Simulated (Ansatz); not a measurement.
Consider the cleavage of the B–Al bond: `[BH2][AlH][O][SiH3]` + `FC([SiH3])S` → `BSC(F)[SiH3]` + `[AlH2][O][SiH3]`.

Isolated molecules relaxed with PBE0-D4/def2-TZVP in Ansatz; ΔE leaves out vibrations. CBS: MP2 limit from def2 TZ/QZ plus the TZ coupled-cluster correction, frozen cores. DFT in def2-TZVPP. Each species was taken in one conformer, which may not be the lowest.

`[BH2][AlH][O][SiH3]`:

```xyz
10

B    -0.962   -2.154    0.937
Al    0.094   -1.202   -0.637
O     0.375    0.460   -0.510
Si    0.559    2.048   -0.237
H    -2.157   -2.253    0.950
H    -0.412   -2.643    1.885
H     0.651   -1.920   -1.939
H    -0.138    2.833   -1.291
H    -0.012    2.422    1.087
H     2.002    2.408   -0.246
```

`FC([SiH3])S`:

Cartesian coordinates in Å:
```
F 0.967 -1.495 -0.764
C 0.679 -0.561 0.225
Si -1.093 0.088 0.004
S 1.876 0.769 0.267
H 0.795 -1.062 1.192
H -1.458 0.874 1.208
H -2.033 -1.048 -0.169
H -1.112 0.955 -1.202
H 1.378 1.480 -0.760
```

`BSC(F)[SiH3]`:

Z-matrix (Å, degrees):
```
C
S 1 1.814
Si 1 1.906 2 110.5
F 1 1.386 2 109.6 3 -120.8
H 1 1.093 2 107.2 3 122.3
B 2 1.760 1 104.4 3 -135.7
H 3 1.484 1 107.9 2 65.6
H 3 1.483 1 108.8 2 -54.3
H 3 1.484 1 108.7 2 -174.8
H 6 1.192 2 116.2 1 179.1
H 6 1.193 2 120.6 1 -0.1
```

`[AlH2][O][SiH3]`:

```xyz
8

Al    1.376   -0.079    1.264
O     0.141   -0.024    0.123
Si   -1.055    0.059   -0.971
H     2.764   -0.688    0.823
H     1.074    0.480    2.710
H    -1.879   -1.178   -0.914
H    -0.493    0.198   -2.341
H    -1.928    1.231   -0.695
```

```tsv
level	ΔE (kcal/mol)
r2SCAN-D4	-31.7
PBE0-D4	-30.4
r2SCAN	-31.6
HF/def2-QZVPP	-28.2
```

Problem. What does CCSD(T)/CBS give? (Best estimate.)

Solution. Ansatz gave: -30.3 kcal/mol. The listed levels differ from it by -1.4, -0.1, -1.3, 2.1 kcal/mol.

Largest T1 diagnostic among the species: 0.014.

In def2-TZVPP, CCSD(T) changes the Hartree–Fock value by −2.1 kcal/mol (the triples alone add −1.0 kcal/mol) and MP2 by −4.3 kcal/mol. At CCSD(T), def2-SVP lies −1.7 kcal/mol from the extrapolated value and def2-TZVPP −0.0 kcal/mol. Leaving LDA and LC-ωPBE aside and taking each functional with its dispersion term where it has one, the values, not all of them listed here, spread over 3.6 kcal/mol, from B97M-V to ωB97X-V. LDA lies −2.2 kcal/mol from PBE without D4.
